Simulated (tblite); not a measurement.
Compound: C3H6O2Si.
Numbering: `[OH:1][SiH:2]([OH:3])[C:4]1=[CH:5][CH2:6]1` (hydrogens: H7 on O1; H8 on Si2; H9 on O3; H10 on C5; H11, H12 on C6)

Computed with GFN2-xTB (tblite), gas phase: L-BFGS steps from a force-field or distance-geometry start until the largest atomic force falls under 0.01 eV/Å.

Geometry at step 4:
```
atom  x, y, z in Å
O1     -2.2348   -0.5518   -0.2130
Si2    -1.1264    0.3560    0.5339
O3     -1.0402   -0.0844    2.1009
C4      0.5259    0.0518   -0.2093
C5      1.7992   -0.2196   -0.1800
C6      1.2421    0.0018   -1.5354
H7     -2.4758   -1.3616    0.2309
H8     -1.3984    1.7663    0.4014
H9     -0.4305    0.4060    2.6432
H10     2.6706   -0.4561    0.3883
H11     1.4300    0.9548   -2.0252
H12     1.0396   -0.8639   -2.1617
```

**Question.** What forces act on the atoms?

**Answer.** 
```tsv
atom	Fx (eV/Å)	Fy (eV/Å)	Fz (eV/Å)
O1	-0.094	-0.011	0.226
Si2	0.080	0.045	0.043
O3	-0.164	0.005	0.198
C4	0.176	-0.074	-0.013
C5	0.360	-0.109	0.313
C6	-0.023	0.010	-0.138
H7	-0.132	-0.055	-0.079
H8	-0.326	0.270	-0.081
H9	-0.023	-0.115	0.120
H10	-0.071	0.041	-0.143
H11	0.040	-0.307	-0.235
H12	0.175	0.299	-0.211
```

The largest, 0.49 eV/Å, acts on C5; the rms over all components is 0.168 eV/Å. The forces sum to zero within rounding, as they must for an isolated molecule in no field.

**Question.** Give the force on C5 in Eh/bohr and in nN.

**Answer.** 0.489 eV/Å ÷ 51.422 = 0.00952 Eh/bohr, and 0.489 eV/Å × 1.602 = 0.78 nN.

**Question.** How far is this geometry from the end of the optimisation?

**Answer.** 0.088 eV above it, and 0.081 Å rms away after alignment. The bonds farthest from their final lengths, with half the difference of the two atoms' forces along the bond (positive lengthens):

| bond | now (Å) | final (Å) | force along bond (eV/Å) |
| --- | --- | --- | --- |
| Si2–C4 | 1.837 | 1.864 | +0.06 |
| Si2–H8 | 1.442 | 1.455 | +0.15 |
| C4–C6 | 1.508 | 1.517 | +0.01 |
| C4=C5 | 1.302 | 1.307 | +0.10 |
| Si2–O3 | 1.630 | 1.634 | +0.07 |
| C5–H10 | 1.067 | 1.063 | -0.31 |

The angle farthest from its final value is O1–Si2–H8, 112.2° against 105.1°.

Of the 2 listed bonds off by 0.010 Å or more, this force points towards the final length in 2.

What follows is the cost of the whole relaxation. Hardware: an AMD EPYC 9B45 with one thread, no GPU, shared host. Cost: 0.12 s wall.
